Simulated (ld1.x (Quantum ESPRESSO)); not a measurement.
# thulium (Tm), ultrasoft: configuration errors across variants

* Element: Tm (Z = 69)
* Generator: ld1.x (Quantum ESPRESSO) 7.5
* Type: ultrasoft
* Functional: PBEsol
* Relativity: scalar-relativistic
* Frozen core: [Kr] 4d10
* Valence charge: 23
* Reference configuration: 4f13 5s2 5p6 5d0 6s1.5 6p0.5
* Partial waves: 5s (bound): rcut 1.60, rcutus 1.70 bohr; 6s (bound): rcut 1.60, rcutus 1.70 bohr; 5p (bound): rcut 2.15, rcutus 2.40 bohr; 6p (bound): rcut 2.15, rcutus 2.40 bohr; 5d (bound, empty): rcut 3.40, rcutus 3.65 bohr; 5d channel at 1.4 Ry: rcut 3.40, rcutus 3.65 bohr; 4f (bound): rcut 1.10, rcutus 1.40 bohr; 4f channel at 2.7 Ry: rcut 1.10, rcutus 1.40 bohr
* Local potential: all-electron potential smoothed inside 2.65 bohr (lloc = -2)
* Core correction: a·sin(br)/r model core inside 1.45 bohr
* Augmentation charge: PSQ, radius 0.95 bohr

All-electron excitation energies from the reference (eV): (1) 4f13 5s2 5p6 5d0 6s2 6p0 -1.417; (2) 4f13 5s2 5p6 5d0 6s1 6p0 5.053; (3) 4f13 5s2 5p6 5d0 6s0 6p0 17.034; (4) 4f13 5s2 5p6 5d0 6s1 6p1 1.460; (5) 4f12 5s2 5p6 5d0 6s2 6p0 9.071.

4 further variants failed, have other tests or another functional or relativity, and are left out.

Errors AE − PS in meV (a dash: test not solved or not reliable):

```csv
change,(1),(2),(3),(4),(5),bound ghosts
base,+0.5,-1.5,-6.0,-0.6,-18,none
"waves 5p (bound): rcut 1.42, rcutus 1.50 bohr; 6p (bound): rcut 1.42, rcutus 1.50 bohr",+0.5,-1.5,-6.1,-0.6,+16,none
"wave 5d channel at 1.4 Ry: rcut 3.40, rcutus 3.65 bohr becomes 5d channel at 0.32 Ry: rcut 3.40, rcutus 3.65 bohr",+0.5,-1.5,-6.0,-0.6,-18,none
"waves 5d (bound): rcut 3.40, rcutus 4.32 bohr; 5d channel at 1.4 Ry: rcut 3.40, rcutus 4.32 bohr",+0.5,-1.5,-6.0,-0.6,-18,none
"waves 4f (bound): rcut 1.10, rcutus 1.52 bohr; 4f channel at 2.7 Ry: rcut 1.10, rcutus 1.52 bohr",+0.4,-1.5,-6.4,-0.7,-70,none
core correction a·sin(br)/r model core inside 0.82 bohr,+0.5,-1.5,-6.3,-0.6,-30,none
"all radii but the core radius scaled by about 1.28 (s 2.18, p 3.08, d 4.66, f 1.80 bohr, rcut 2.04/2.76/4.34/1.40); local potential all-electron potential smoothed inside 3.38 bohr (lloc = -2); augmentation PSQ, radius 1.22 bohr",–,–,–,–,–,none
local potential all-electron potential smoothed inside 2.76 bohr (lloc = -2),+0.5,-1.5,-6.2,-0.6,–,none
```

Problem. Give the same row for: waves 5s (bound): rcut 1.18, rcutus 1.26 bohr; 6s (bound): rcut 1.18, rcutus 1.26 bohr.

Solution. +0.4, -1.5, -5.9, -0.7, +14; bound ghosts: none.
